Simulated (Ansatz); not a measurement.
Si₂F₂. The state is a singlet with charge 0. Geometry relaxed at B3LYP-D4/def2-TZVP.

Cartesian coordinates in Å:
```
Si 0.788 -0.959 -0.645
Si -1.258 0.550 -0.282
F 1.760 0.332 -0.362
F -1.291 0.077 1.289
```

The restricted singlet is unstable towards broken spin symmetry at other levels; at B3LYP-D4/def2-TZVP this wasn't settled. At PBE0-D4/def2-TZVP a triplet of charge 0 lies 0.52 eV below the restricted singlet, each at its own geometry. The structure comes from a short search, and lower isomers may exist.

(1) Estimate the harmonic wavenumbers at RKS B3LYP-D4/def2-TZVP (Ansatz, unscaled). Is this a minimum?

## Answers

(1) 48, 99, 112, 346, 776, 790 cm⁻¹. Yes, no mode is imaginary beyond noise. Zero-point energy 13.0 kJ/mol. Run time 19 s (4 threads of Arm Neoverse V1 on a shared host).
